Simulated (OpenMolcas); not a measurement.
# Lines of N3+: computed and rescaled rates

```
Program             : OpenMolcas
Method              : MS-CASPT2, IPEA 0.25 Eh, imaginary shift 0.1 Eh (closed shells correlated: 1s)
Basis               : ANO-RCC-VQZP [5s4p3d2f1g]
Scalar Hamiltonian  : DKH2, point nucleus
Active space        : 2 electrons in 8 orbitals (2s 2p 3s 3p)
State averaging     : 2S+1 = 3 even, 3 roots; 2S+1 = 1 even, 7 roots; 2S+1 = 3 odd, 3 roots; 2S+1 = 1 odd, 3 roots
Spin-orbit coupling : state interaction with AMFI integrals over the reference wave functions, term energies averaged over their components
```

Rates come from the transition moments of the reference wave functions (E1 and E2 in the length form). At fixed line strength A goes as λ^-3 for E1 and M1 and as λ^-5 for E2, so a rate at the computed wavelength can be rescaled to the measured one. Measured vacuum wavelengths follow from level energies in Moore, Selected Tables of Atomic Spectra, NSRDS-NBS 3, section 4. Branching counts decays inside the model space alone, at computed energies, and the table is only a selection of the E1 lines, drawn from those between levels with measured partners whose computed energy lies within a factor of 1.5 of the measured one.

```json
{"Upper": "2p2 1D2", "Lower": "2s 2p 1P* 1", "Type": "E1", "λ computed (nm)": "173", "λ measured (nm)": "171.9", "A computed (s-1)": "3.05e+08", "A rescaled (s-1)": "3.11e+08", "Branching %": "100.0"}
{"Upper": "2s 2p 3P* 1", "Lower": "2s2 1S0", "Type": "E1", "λ computed (nm)": "148.6", "λ measured (nm)": "148.6", "A computed (s-1)": "5.36e+02", "A rescaled (s-1)": "", "Branching %": "100.0"}
{"Upper": "2p2 1S0", "Lower": "2s 2p 1P* 1", "Type": "E1", "λ computed (nm)": "96.13", "λ measured (nm)": "95.53", "A computed (s-1)": "3.76e+09", "A rescaled (s-1)": "3.83e+09", "Branching %": "100.0"}
{"Upper": "2p2 3P1", "Lower": "2s 2p 3P* 2", "Type": "E1", "λ computed (nm)": "92.35", "λ measured (nm)": "92.43", "A computed (s-1)": "7.94e+08", "A rescaled (s-1)": "7.92e+08", "Branching %": "41.5"}
{"Upper": "2p2 3P0", "Lower": "2s 2p 3P* 1", "Type": "E1", "λ computed (nm)": "92.29", "λ measured (nm)": "92.37", "A computed (s-1)": "1.91e+09", "A rescaled (s-1)": "1.91e+09", "Branching %": "100.0"}
{"Upper": "2p2 3P2", "Lower": "2s 2p 3P* 2", "Type": "E1", "λ computed (nm)": "92.23", "λ measured (nm)": "92.32", "A computed (s-1)": "1.43e+09", "A rescaled (s-1)": "1.43e+09", "Branching %": "74.9"}
{"Upper": "2p2 3P1", "Lower": "2s 2p 3P* 1", "Type": "E1", "λ computed (nm)": "92.23", "λ measured (nm)": "92.31", "A computed (s-1)": "4.78e+08", "A rescaled (s-1)": "4.77e+08", "Branching %": "25.0"}
{"Upper": "2p2 3P1", "Lower": "2s 2p 3P* 0", "Type": "E1", "λ computed (nm)": "92.17", "λ measured (nm)": "92.25", "A computed (s-1)": "6.39e+08", "A rescaled (s-1)": "6.37e+08", "Branching %": "33.4"}
{"Upper": "2p2 3P2", "Lower": "2s 2p 3P* 1", "Type": "E1", "λ computed (nm)": "92.12", "λ measured (nm)": "92.2", "A computed (s-1)": "4.80e+08", "A rescaled (s-1)": "4.79e+08", "Branching %": "25.1"}
{"Upper": "2s 2p 1P* 1", "Lower": "2s2 1S0", "Type": "E1", "λ computed (nm)": "75.76", "λ measured (nm)": "76.51", "A computed (s-1)": "2.30e+09", "A rescaled (s-1)": "2.23e+09", "Branching %": "100.0"}
```

Spin-changing lines and M1 lines between different terms are not rescaled, since their strength hangs on the term gaps too.

The largest correction is for 2s 2p 1P* 1 → 2s2 1S0 (E1): 2.30e+09 × (75.76 / 76.51)^3 = 2.23e+09 s-1, a factor of 0.97.

The computed rate and branching of 2s 2p 1P* 1 → 2s2 1S0 give the upper level a radiative lifetime of 1.000 / 2.30e+09 s-1 = 4.35e-10 s, counting decays inside the model space alone. The rescaled rate gives about 4.5e-10 s.

No measured rate stands beside these. Rescaling mends the energy factor alone: line strengths can still be far off where a level mixes with configurations outside the active space, and weak or spin-changing lines hang on small mixing coefficients that depend on the term gaps too, so rescaling need not improve them.

Active for correlation alone: 3p 3s; no level in the range computed is led by a configuration that fills them, so any true level of that kind is missing. Measured partners are found by configuration, term and J. A level has none where our copy of the source lacks it or the pairing is in doubt (some pairs that miss far off the trend of their configuration count as doubtful). Levels of configurations outside the active space are missing.

* marks odd parity.
